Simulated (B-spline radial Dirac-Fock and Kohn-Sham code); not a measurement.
Core and valence levels of W³⁺

System: tungsten as W³⁺, [Xe] 4f14 5d3, inside a Watson sphere of charge -3 and radius 2.2 Å (a model of the Madelung potential; inside it an electron's potential energy is raised by 19.6 eV); nuclear rms radius 5.3658 fm (A = 184).

The run's input, task.json:

```json
{"items": [{
  "Z": 74,
  "q": 3,
  "cfg": [[1, 0, 2], [2, 0, 2], [2, 1, 6], [3, 0, 2], [3, 1, 6], [3, 2, 10], [4, 0, 2], [4, 1, 6], [4, 2, 10], [4, 3, 14], [5, 0, 2], [5, 1, 6], [5, 2, 3]],
  "A": 184,
  "rrms": 5.3658,
  "watson": [-3, 2.2],
  "do": ["binding"]
}]}
```

Command: `python xray_run.py task.json out`

Calculated with a radial finite-basis atomic code, using Dirac-Fock (average of configuration) total-energy differences with a finite nucleus, the Breit interaction including its frequency dependence, and self-energy and vacuum-polarisation corrections. No correlation. Energies are counted from the vacuum level.

All terms are in eV, carry their sign (relaxation lowers the binding energy) and add up to the binding energy; ⟨r⟩ is the mean radius of the orbital in the initial state.

| subshell | −ε (Koopmans) | relaxation | Gaunt | retardation | self-energy | vacuum polarisation | binding energy | ⟨r⟩ (bohr) |
| --- | --- | --- | --- | --- | --- | --- | --- | --- |
| 1s | 69977.5 | -87.75 | -252.06 | 22.96 | -148.19 | 28.10 | 69540.5 | 0.018 |
| 2s | 12222.1 | -52.37 | -27.49 | 1.93 | -21.33 | 3.79 | 12126.6 | 0.077 |
| 2p1/2 | 11662.2 | -56.85 | -47.39 | 5.07 | -0.13 | 0.16 | 11563.0 | 0.064 |
| 2p3/2 | 10306.7 | -53.77 | -32.53 | 6.89 | -1.56 | -0.14 | 10225.6 | 0.072 |
| 3s | 2883.8 | -29.43 | -4.90 | 0.30 | -4.89 | 0.85 | 2845.7 | 0.200 |
| 3p1/2 | 2635.5 | -30.45 | -8.73 | 0.82 | -0.13 | 0.04 | 2597.1 | 0.190 |
| 3p3/2 | 2337.9 | -28.80 | -5.69 | 1.28 | -0.39 | -0.04 | 2304.2 | 0.205 |
| 3d3/2 | 1925.6 | -31.51 | -3.71 | 0.33 | 0.35 | -0.04 | 1891.0 | 0.180 |
| 3d5/2 | 1861.5 | -30.92 | -2.48 | 0.36 | 0.17 | -0.04 | 1828.6 | 0.184 |
| 4s | 634.9 | -11.80 | -0.99 | 0.06 | -1.18 | 0.20 | 621.2 | 0.450 |
| 4p1/2 | 530.9 | -11.60 | -1.79 | 0.17 | -0.02 | 0.01 | 517.7 | 0.456 |
| 4p3/2 | 461.2 | -10.49 | -1.05 | 0.27 | -0.08 | -0.01 | 449.8 | 0.487 |
| 4d3/2 | 290.1 | -10.10 | -0.47 | 0.04 | 0.08 | -0.01 | 279.6 | 0.505 |
| 4d5/2 | 277.0 | -9.73 | -0.22 | 0.05 | 0.05 | -0.01 | 267.2 | 0.516 |
| 4f5/2 | 60.92 | -8.45 | 0.15 | -0.04 | 0.05 | -0.01 | 52.62 | 0.593 |
| 4f7/2 | 58.50 | -8.24 | 0.24 | -0.04 | 0.04 | -0.01 | 50.49 | 0.602 |
| 5s | 103.1 | -2.14 | -0.14 | 0.01 | -0.20 | 0.04 | 100.6 | 1.080 |
| 5p1/2 | 69.21 | -1.83 | -0.22 | 0.02 | 0.00 | 0.00 | 67.17 | 1.180 |
| 5p3/2 | 58.71 | -1.51 | -0.11 | 0.03 | -0.01 | 0.00 | 57.11 | 1.272 |
| 5d | 17.00 | -0.62 | 0.01 | 0.00 | 0.01 | 0.00 | 16.39 | 1.774 |

For the deepest level, K (1s), the Breit terms make up -0.329 % of the binding energy, QED -0.173 % and orbital relaxation -0.126 %.
